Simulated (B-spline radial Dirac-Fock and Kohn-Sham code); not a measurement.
# Two-hole binding energies of I⁺

System: I⁺, configuration [Kr] 4d10 5s2 5p4.

Level of theory: Dirac-Fock (average of configuration) total-energy differences with a finite nucleus, the Breit interaction including its frequency dependence, and self-energy and vacuum-polarisation corrections; an atomic code on a B-spline grid. U is the two-hole binding energy less the two single-hole energies, the effective repulsion of the holes after relaxation. Each two-hole energy is an average over J within one jj subconfiguration.

```tsv
holes	E(a) (eV)	E(b) (eV)	E(ab) (eV)	U (eV)
1s⁻¹ 2p3/2⁻¹	33187.2	4577.2	37987.7	223.4
1s⁻¹ 3p1/2⁻¹	33187.2	953.3	34213.6	73.1
1s⁻¹ 3p3/2⁻¹	33187.2	896.6	34152.0	68.3
1s⁻¹ 3d3/2⁻¹	33187.2	650.2	33901.1	63.7
1s⁻¹ 3d5/2⁻¹	33187.2	638.7	33888.3	62.5
2p1/2⁻²	4872.0	4872.0	9920.3	176.2
2s⁻¹ 3d3/2⁻¹	5213.9	650.2	5928.0	63.9
2p3/2⁻¹ 3s⁻¹	4577.2	1094.7	5730.4	58.6
2p3/2⁻¹ 3p1/2⁻¹	4577.2	953.3	5593.0	62.5
2p1/2⁻¹ 3d3/2⁻¹	4872.0	650.2	?	?
3p1/2⁻²	953.3	953.3	1956.3	49.6
3d3/2⁻²	650.2	650.2	1350.7	50.4
3d3/2⁻¹ 3d5/2⁻¹	650.2	638.7	1339.8	51.0
3d5/2⁻²	638.7	638.7	1327.5	50.2
```

Question: Give the missing two-hole energy and U.

Answer: E(ab) = 5584.5 eV and U = 62.3 eV.

Values without a named source are computed, but for edge energies of neutral atoms, which are taken from tables.
